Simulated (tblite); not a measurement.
Compound: C4H9F3Si2.
Bonds: F1–C2, C2–F3, C2–F4, C2–C5, C5–C6, C6–Si7, Si7–Si8, Si8–C9, C5–C9. Hydrogens: H10 on C5; H11, H12 on C6; H13, H14 on Si7; H15, H16 on Si8; H17, H18 on C9.

Computed with GFN2-xTB (tblite), gas phase: L-BFGS steps from a force-field or distance-geometry start until the largest atomic force falls under 0.01 eV/Å.

Step 17: E = -838.4985 eV
```
atom  x, y, z in Å  |  force x, y, z in eV/Å
F1      2.4513   -0.6206    1.2910   -0.027   0.004   0.008
C2      1.6598    0.3071    0.7241   -0.041   0.000  -0.032
F3      0.8551    0.7581    1.7040   -0.017  -0.014  -0.027
F4      2.4703    1.3331    0.4082   -0.025  -0.002   0.012
C5      0.9118   -0.2308   -0.4839   -0.009  -0.009   0.004
C6      0.0894    0.8847   -1.1398   -0.015   0.018  -0.007
Si7    -1.5579    1.2039   -0.1952    0.016  -0.009  -0.018
Si8    -1.5863   -0.9038    0.7601    0.016  -0.010  -0.009
C9      0.0588   -1.4409   -0.0843   -0.012  -0.017   0.010
H10     1.7078   -0.5536   -1.1705    0.007   0.005   0.004
H11    -0.1406    0.5752   -2.1603   -0.006  -0.039   0.010
H12     0.6999    1.7823   -1.2306    0.019   0.019   0.026
H13    -1.4382    2.3740    0.6761    0.038  -0.007   0.009
H14    -2.5674    1.5413   -1.2091    0.006  -0.016   0.015
H15    -2.6136   -1.8657    0.3358    0.005   0.020  -0.005
H16    -1.4840   -1.0244    2.2155    0.037   0.014  -0.003
H17     0.6483   -2.1129    0.5385    0.016   0.011   0.028
H18    -0.1734   -2.0006   -0.9913   -0.007   0.031  -0.025
```

Step 18: E = -838.4990 eV
```
atom  x, y, z in Å  |  force x, y, z in eV/Å
F1      2.4496   -0.6196    1.2923   -0.018  -0.011   0.008
C2      1.6587    0.3068    0.7234   -0.040   0.008  -0.016
F3      0.8518    0.7569    1.7014   -0.027  -0.004  -0.008
F4      2.4689    1.3334    0.4099   -0.021   0.005   0.002
C5      0.9117   -0.2310   -0.4843   -0.006  -0.011   0.001
C6      0.0904    0.8842   -1.1401   -0.044   0.034  -0.007
Si7    -1.5561    1.2036   -0.1948   -0.006  -0.001  -0.030
Si8    -1.5847   -0.9035    0.7601    0.002  -0.015  -0.010
C9      0.0595   -1.4409   -0.0848   -0.033  -0.024   0.020
H10     1.7066   -0.5534   -1.1704    0.038  -0.007  -0.020
H11    -0.1417    0.5754   -2.1602    0.003  -0.040   0.006
H12     0.6989    1.7830   -1.2299    0.029   0.014   0.019
H13    -1.4349    2.3736    0.6758    0.036  -0.003   0.012
H14    -2.5669    1.5409   -1.2089    0.018  -0.019   0.027
H15    -2.6125   -1.8650    0.3357    0.008   0.022  -0.003
H16    -1.4809   -1.0243    2.2150    0.036   0.013   0.004
H17     0.6474   -2.1128    0.5394    0.024   0.010   0.019
H18    -0.1745   -2.0007   -0.9913    0.002   0.028  -0.026
```

Step 19: E = -838.4996 eV
```
atom  x, y, z in Å  |  force x, y, z in eV/Å
F1      2.4466   -0.6183    1.2943   -0.011  -0.024   0.004
C2      1.6564    0.3064    0.7221   -0.029   0.013   0.011
F3      0.8463    0.7552    1.6976   -0.039   0.009   0.015
F4      2.4663    1.3340    0.4122   -0.016   0.011  -0.011
C5      0.9113   -0.2316   -0.4852    0.000  -0.009  -0.008
C6      0.0910    0.8841   -1.1406   -0.055   0.037  -0.007
Si7    -1.5539    1.2032   -0.1945   -0.029   0.009  -0.026
Si8    -1.5825   -0.9033    0.7602   -0.014  -0.013  -0.003
C9      0.0599   -1.4414   -0.0852   -0.040  -0.023   0.020
H10     1.7055   -0.5534   -1.1708    0.059  -0.018  -0.038
H11    -0.1431    0.5749   -2.1600    0.013  -0.033  -0.001
H12     0.6982    1.7840   -1.2286    0.033   0.001   0.008
H13    -1.4296    2.3732    0.6754    0.032   0.000   0.014
H14    -2.5656    1.5402   -1.2081    0.020  -0.018   0.032
H15    -2.6107   -1.8640    0.3357    0.004   0.020  -0.001
H16    -1.4759   -1.0242    2.2144    0.032   0.012   0.011
H17     0.6468   -2.1125    0.5410    0.028   0.007   0.004
H18    -0.1758   -2.0003   -0.9916    0.011   0.019  -0.023
```

Step 20: E = -838.5002 eV
```
atom  x, y, z in Å  |  force x, y, z in eV/Å
F1      2.4427   -0.6171    1.2967   -0.010  -0.027  -0.001
C2      1.6531    0.3061    0.7208   -0.013   0.013   0.035
F3      0.8389    0.7533    1.6933   -0.043   0.020   0.033
F4      2.4628    1.3348    0.4148   -0.016   0.013  -0.019
C5      0.9108   -0.2324   -0.4866    0.006  -0.004  -0.016
C6      0.0909    0.8845   -1.1412   -0.038   0.020  -0.006
Si7    -1.5517    1.2029   -0.1943   -0.039   0.017  -0.006
Si8    -1.5803   -0.9030    0.7605   -0.025  -0.004   0.008
C9      0.0598   -1.4422   -0.0854   -0.025  -0.011   0.007
H10     1.7054   -0.5537   -1.1719    0.058  -0.020  -0.040
H11    -0.1444    0.5742   -2.1598    0.021  -0.019  -0.010
H12     0.6981    1.7851   -1.2271    0.028  -0.017  -0.006
H13    -1.4230    2.3730    0.6748    0.026   0.000   0.014
H14    -2.5636    1.5395   -1.2066    0.008  -0.013   0.023
H15    -2.6082   -1.8627    0.3359   -0.009   0.011  -0.002
H16    -1.4696   -1.0244    2.2140    0.027   0.011   0.017
H17     0.6468   -2.1118    0.5427    0.026   0.004  -0.016
H18    -0.1771   -1.9998   -0.9922    0.019   0.005  -0.016
```

Question: Estimate the geometry and energy of step 21. (The exact step hangs on the optimiser's Hessian estimate; all steps are aligned on step 20, rigid shifts and turns removed.)

Answer: E = -838.5008 eV, largest force 0.053 eV/Å
```
atom  x, y, z in Å  |  force x, y, z in eV/Å
F1      2.4391   -0.6165    1.2986   -0.015  -0.017  -0.004
C2      1.6499    0.3060    0.7203   -0.004   0.007   0.038
F3      0.8318    0.7521    1.6902   -0.032   0.021   0.036
F4      2.4594    1.3357    0.4166   -0.018   0.009  -0.015
C5      0.9104   -0.2331   -0.4882    0.011   0.002  -0.017
C6      0.0902    0.8850   -1.1419   -0.006  -0.006  -0.005
Si7    -1.5506    1.2030   -0.1940   -0.031   0.017   0.018
Si8    -1.5789   -0.9027    0.7609   -0.025   0.006   0.017
C9      0.0594   -1.4430   -0.0854    0.000   0.005  -0.011
H10     1.7062   -0.5543   -1.1736    0.036  -0.012  -0.022
H11    -0.1451    0.5733   -2.1599    0.022  -0.005  -0.016
H12     0.6987    1.7855   -1.2259    0.018  -0.029  -0.017
H13    -1.4171    2.3731    0.6743    0.020   0.001   0.015
H14    -2.5616    1.5391   -1.2050   -0.013  -0.004   0.006
H15    -2.6062   -1.8616    0.3364   -0.022   0.001  -0.003
H16    -1.4640   -1.0246    2.2140    0.021   0.011   0.019
H17     0.6473   -2.1112    0.5437    0.018   0.001  -0.031
H18    -0.1778   -1.9994   -0.9929    0.020  -0.007  -0.008
```

The energy changes by -0.0005 eV. The first-order estimate −F·Δx gives -0.0007 eV and the mean of the old and new forces, exact on a quadratic surface, -0.0005 eV. The step makes an angle of 70° with the force vector and moves no atom by more than 0.008 Å.

The cost below is that of the whole relaxation. Time: 1.5 s wall, 1.4 s CPU. Hardware: one thread of an Intel Xeon at 2.50 GHz, no GPU, on a shared host.
